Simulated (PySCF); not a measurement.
PbI3, SMILES [I][Pb-]([I])[I], charge -1. Atoms are numbered in the order given.

```xyz
4

Pb     0.0000     0.0000     0.8872
I      2.2819    -1.3175    -0.4576
I      0.0000     2.6349    -0.4576
I     -2.2819    -1.3175    -0.4576
```
Charge -1, spin multiplicity 1.

The structure is a stationary point at PBE0-D3(BJ)/def2-SVPD. The isomer is the one that the SMILES or the coordinates give; other isomers of the formula were not compared. The def2 effective core potentials stand for the cores of I, Pb; spin–orbit coupling is left out.

Level of theory: PBE0-D3(BJ)/def2-SVPD in PySCF.

Frequencies are harmonic and unscaled.

Computed harmonic wavenumbers and intensities:
| mode | ν (cm⁻¹) | IR (km/mol) | moving atoms (share of kinetic energy) |
|---|---|---|---|
| 1 | 35 | 0.0 | I 90 %, Pb 10 % |
| 2 | 35 | 0.0 | I 90 %, Pb 10 % |
| 3 | 43 | 0.4 | I 69 %, Pb 31 % |
| 4 | 130 | 35.0 | I 55 %, Pb 45 % |
| 5 | 130 | 35.0 | I 55 %, Pb 45 % |
| 6 | 137 | 5.5 | I 66 %, Pb 34 % |
